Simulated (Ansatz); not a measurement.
**Relaxing a trial structure of CH3AlSiSn**

The starting geometry of this gas-phase singlet was optimised with GFN2-xTB.

```xyz
7

C     1.5230    1.1108    0.0962
Al    0.6745    2.7385   -0.6418
Si    0.3710    0.0924   -1.1444
Sn   -0.8968    2.0070   -2.5408
H     1.4685    0.7045    1.1124
H     2.5694    0.9924   -0.2272
H    -1.4993    2.0264   -0.4829
```

Question: Where would you expect an optimisation with BLYP-D3(BJ)/def2-SVP to take it?

Answer: A new bond forms, giving a structure with H7 bridging Si3 and Sn4, given below by its coordinates. Distances that change by over a tenth: Al2–Sn4 (2.57 → 2.87 Å). Contacts that close: Si3–H7 (2.77 → 1.69 Å).

The energy falls by 0.62 eV over 15 steps:

| step | E − E(last) (eV) |
| --- | --- |
| 1 | 0.622 |
| 3 | 0.254 |
| 4 | 0.180 |
| 6 | 0.085 |
| 7 | 0.079 |
| 9 | 0.025 |
| 10 | 0.003 |
| 12 | 0.000 |
| 13 | 0.000 |
| 15 | 0.000 |

Final geometry (Å):

```tsv
atom	x (Å)	y (Å)	z (Å)
C	1.4703	1.1629	0.0713
Al	0.9631	2.9860	-0.6240
Si	0.1666	0.3141	-1.1096
Sn	-1.0599	2.1998	-2.4947
H	1.3487	0.9559	1.1547
H	2.4889	0.8318	-0.2295
H	-1.1674	1.2216	-0.5968
```

Frequencies at the end are all real (lowest 132 cm⁻¹). Atoms past krypton carry core potentials, without spin–orbit terms. Run with Ansatz 0.2.0, 43 s on 1 thread of Arm Neoverse V1, on a shared host.
